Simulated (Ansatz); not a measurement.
`C[O][Y]([CH3])[OH]` and `[CH3][Y]([OH])[F]` differ in one atom or group.

Ansatz, PBE0-D4/def2-TZVP geometries, multiplicity 1. Each molecule was computed in one conformer, which needn't be the lowest.

Elements past krypton have def2 core potentials.

```
                                      property  `C[O][Y]([CH3])[OH]`
             LUMO energy (PBE/def2-TZVPP) / eV                 -2.26
            HOMO energy (PBE0/def2-TZVPP) / eV                 -6.21
           HOMO–LUMO gap (PBE/def2-TZVPP) / eV                  2.71
           HOMO energy (B3LYP/def2-TZVPP) / eV                 -5.99
            LUMO energy (PBE0/def2-TZVPP) / eV                 -1.51
zero-point energy (PBE0-D4/def2-TZVP) / kJ/mol                 226.7
```

Task: What does the change do to each property? (An estimate is asked.)

Result: Ansatz gave: 
| property | `[CH3][Y]([OH])[F]` | shift |
| --- | --- | --- |
| LUMO energy (PBE/def2-TZVPP) / eV | -2.56 | -0.30 |
| HOMO energy (PBE0/def2-TZVPP) / eV | -6.58 | -0.37 |
| HOMO–LUMO gap (PBE/def2-TZVPP) / eV | 2.77 | 0.06 |
| HOMO energy (B3LYP/def2-TZVPP) / eV | -6.36 | -0.37 |
| LUMO energy (PBE0/def2-TZVPP) / eV | -1.81 | -0.30 |
| zero-point energy (PBE0-D4/def2-TZVP) / kJ/mol | 123.6 | -103.1 |

With PBE0 the HOMO falls by 0.37 eV and the LUMO falls by 0.30 eV, so the gap widens by about 0.07 eV. PBE moves the HOMO by -0.36 eV and ωB97M-V by -0.35 eV. The zero-point energy changes by -103.1 kJ/mol with -12 modes.

B3LYP here is the variant with VWN-RPA as its local correlation; programs differ in this.
